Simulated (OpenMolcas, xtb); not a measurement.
**A ladder of methods for SiHClF2 (SMILES F[SiH](F)Cl)**

The species is SiHClF2 (5 atoms), meant as a singlet with charge 0. SMILES: `F[SiH](F)Cl`. Geometry: relaxed at PBE0-D4/def2-TZVP.

| atom | x (Å) | y (Å) | z (Å) |
| --- | --- | --- | --- |
| F | -0.3396 | -0.6214 | 1.4201 |
| Si | 0.0959 | -0.0002 | 0.0378 |
| F | -0.0335 | 1.5668 | 0.1565 |
| Cl | -1.1575 | -0.6560 | -1.4015 |
| H | 1.4846 | -0.3630 | -0.2542 |

Each level gives the dipole moment (D). The values are calculated.

```tsv
level	kind	program	value (D)	CPU time
GFN1-xTB	semi-empirical	xtb	1.28	under 2 s
HF/6-311+G**	Hartree–Fock	OpenMolcas	1.63	14 s
SVWN5/6-311+G**	LDA	OpenMolcas	1.40	26 s
PBE/6-311+G**	GGA	OpenMolcas	1.33	33 s
M06-L/6-311+G**	meta-GGA	OpenMolcas	1.34	42 s
BHLYP/6-311+G**	global hybrid	OpenMolcas	1.55	32 s
```

The values span 1.28 to 1.63 D. Magnitudes only. CPU times are rough (shared hosts, several kinds of processor and program).
